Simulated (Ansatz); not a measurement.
Isolated molecules relaxed with PBE0-D4/def2-TZVP in Ansatz; ΔE leaves out vibrations. CCSD(T)/CBS adds triple-zeta CCSD(T) − MP2 to the extrapolated MP2 energy (def2 sets, frozen cores). This one scheme is used for every species. DFT in def2-TZVPP. B3LYP here is the variant with VWN-RPA as its local correlation; programs differ in this. One conformer a species, not always the lowest.

`F[Si](F)(Cl)Cl` + `S[SiH2]Cl` → `F[Si](Cl)(Cl)S[SiH2]Cl` + H–F  (ligand exchange at the Si–F bond)

`F[Si](F)(Cl)Cl`:

Z-matrix (Å, degrees):
```
Si
F 1 1.571
Cl 1 2.007 2 109.3
Cl 1 2.007 2 109.3 3 122.7
F 1 1.571 2 107.7 3 -118.7
```

`S[SiH2]Cl`:

Cartesian coordinates in Å:
```
S -1.066 0.820 -1.048
Si 0.464 0.045 0.199
Cl 0.916 -1.915 -0.212
H -2.039 0.084 -0.483
H 0.069 0.096 1.623
H 1.657 0.871 -0.080
```

`F[Si](Cl)(Cl)S[SiH2]Cl`:

Cartesian coordinates in Å:
```
F 1.036 -1.030 -1.794
Si -0.400 -0.456 -1.464
Cl -1.350 -0.109 -3.213
Cl -1.361 -1.893 -0.409
S -0.260 1.371 -0.436
Si 0.551 0.660 1.415
Cl -0.920 0.267 2.777
H 1.327 -0.576 1.189
H 1.378 1.766 1.936
```

H–F:

Z-matrix (Å, degrees):
```
F
H 1 0.920
```

```tsv
level	ΔE (kJ/mol)	difference from CCSD(T)/CBS
PBE-D4	65.8	-12.2
PBE0-D4	69.0	-9.0
ωB97X-V	84.0	6.0
ωB97M-V	82.3	4.3
B2PLYP	93.6	15.6
PBE	79.8	1.8
r2SCAN	87.6	9.6
PBE0	81.8	3.8
B3LYP	101.7	23.7
HF/def2-TZVPP	118.3	40.3
MP2/def2-TZVPP	75.0	-3.0
CCSD(T)/def2-TZVPP	84.8	6.8
HF/def2-QZVPP	121.2	43.2
SCS-MP2/def2-QZVPP	83.3	5.3
MP2/CBS(def2)	68.1	-9.9
CCSD/CBS(def2)	84.7	6.7
CCSD(T)/CBS	78.0	0
```

Largest T1 diagnostic among the species: 0.011.

The D4 term adds −22.7 kJ/mol with B3LYP and −12.8 kJ/mol with PBE0; it sums over pairs of atoms, weighted by their polarisabilities, and B3LYP, whose exchange is more repulsive, gets the larger term. In def2-TZVPP, CCSD(T) changes the Hartree–Fock value by −33.5 kJ/mol (the triples alone add −6.7 kJ/mol) and MP2 by −43.3 kJ/mol.
